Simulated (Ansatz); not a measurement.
Computed with Ansatz on PBE0-D4/def2-TZVP structures; ΔE is electronic, products minus reactants. CCSD(T)/CBS adds triple-zeta CCSD(T) − MP2 to the extrapolated MP2 energy (def2 sets, frozen cores). This one scheme is used for every species. Functionals use def2-TZVPP. B3LYP here is the variant with VWN-RPA as its local correlation; programs differ in this. One conformer a species, not always the lowest.

`BC(C)F` + `OC(F)F` → `CC(F)OC(F)F` + BH₃  (substitution at a C–B bond)

`BC(C)F`:

Cartesian coordinates in Å:
```
B -0.536 -0.511 -1.250
C -0.309 -0.396 0.284
C 0.674 0.697 0.678
F -1.492 -0.208 1.003
H -1.623 -0.414 -1.733
H 0.419 -0.713 -1.942
H 0.105 -1.364 0.617
H 0.795 0.714 1.763
H 0.319 1.679 0.360
H 1.648 0.516 0.220
```

`OC(F)F`:

Cartesian coordinates in Å:
```
O -0.279 -0.693 -0.792
C 0.261 0.213 0.045
F 0.522 -0.330 1.259
F -0.592 1.240 0.279
H -1.096 -1.029 -0.403
H 1.185 0.599 -0.387
```

`CC(F)OC(F)F`:

Cartesian coordinates in Å:
```
C -0.142 -0.921 -1.492
C -0.027 -0.619 -0.029
F -0.802 -1.497 0.685
O -0.512 0.681 0.200
C 0.062 1.383 1.207
F 1.367 1.639 0.939
F 0.048 0.706 2.372
H 0.154 -1.953 -1.678
H -1.175 -0.780 -1.813
H 0.505 -0.253 -2.062
H 0.995 -0.712 0.349
H -0.472 2.327 1.321
```

BH₃:

```xyz
4

B     0.000    0.000    0.000
H    -0.103   -1.129    0.373
H     1.074    0.519   -0.042
H    -0.971    0.610   -0.331
```

Problem. Is it downhill or uphill in electronic energy at CCSD(T)/CBS, and by how much? (An estimate is asked.)

Solution. Computed: Uphill: ΔE = +0.44 eV.

Problem. What do these levels give: r2SCAN-D4, PBE0-D4, B3LYP-D4, B2PLYP, PBE, PBE0, B3LYP, HF/def2-TZVPP, HF/def2-QZVPP, MP2/def2-QZVPP, MP2/CBS(def2), CCSD/CBS(def2)? (An estimate is asked.)

Solution. Ansatz gave: r2SCAN-D4 0.44, PBE0-D4 0.49, B3LYP-D4 0.45, B2PLYP 0.45, PBE 0.55, PBE0 0.52, B3LYP 0.49, HF/def2-TZVPP 0.32, HF/def2-QZVPP 0.32, MP2/def2-QZVPP 0.45, MP2/CBS(def2) 0.47, CCSD/CBS(def2) 0.45 eV.

Largest T1 diagnostic among the species: 0.012.

The D4 term adds −0.04 eV with B3LYP and −0.02 eV with PBE0; it sums over pairs of atoms, weighted by their polarisabilities, and B3LYP, whose exchange is more repulsive, gets the larger term. From PBE to PBE0 (25 % exact exchange), in def2-TZVPP and without D4, ΔE moves by −0.03 eV. In def2-TZVPP, CCSD(T) changes the Hartree–Fock value by +0.07 eV (the triples alone add −0.01 eV) and MP2 by +0.10 eV.
